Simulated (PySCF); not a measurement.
Geometry:
```
atom   x (Å)   y (Å)   z (Å)
  C1  -2.582   0.101   0.212
  C2  -1.540  -0.615  -0.639
  O3  -0.331  -0.897   0.065
  C4   0.506   0.181   0.231
  O5   1.098   0.666  -0.982
  C6   2.425   0.416  -0.513
  C7   1.884  -0.224   0.766
  F8   2.265   0.376   1.931
  H9  -3.520   0.149  -0.335
 H10  -2.741  -0.441   1.140
 H11  -2.270   1.115   0.447
 H12  -1.908  -1.599  -0.937
 H13  -1.303  -0.032  -1.536
 H14   0.035   1.008   0.785
 H15   2.971   1.346  -0.338
 H16   2.984  -0.238  -1.183
 H17   2.021  -1.301   0.875
```

Geometry: GFN2-xTB; GIAO absolute shieldings from PySCF 2.14.0 with density-fitted response routines, gas phase, non-relativistic, averaged over equivalent atoms.

At KT3/pcSseg-1 (181 basis functions, 29 s wall time on 1 thread of an Arm Neoverse V2, shared host):
```csv
atoms,σ (ppm)
C4,78.0
C7,90.3
C6,111.5
C2,120.9
C1,170.8
O3,213.4
O5,264.6
F8,359.4
H14,25.69
H17,26.60
H16,27.04
H15,27.07
H13,27.56
H12,27.88
H9/H10/H11,30.56
```

**Question.** What do these become at KT2/pcSseg-1?

**Answer.** 
```tsv
atoms	σ at KT2/pcSseg-1	change
C4	76.3	-1.7
C7	89.2	-1.1
C6	111.1	-0.4
C2	121.4	+0.5
C1	172.3	+1.5
O3	211.6	-1.8
O5	267.7	+3.1
F8	360.1	+0.7
H14	25.44	-0.25
H17	26.39	-0.21
H16	26.84	-0.20
H15	26.85	-0.22
H13	27.38	-0.18
H12	27.68	-0.20
H9/H10/H11	30.43	-0.13
```

The largest change is at O5 (ether oxygen). Cost: 181 basis functions, 30 s wall time on 1 thread of an Arm Neoverse V2, shared host. The order of the carbon signals is the same at both levels.
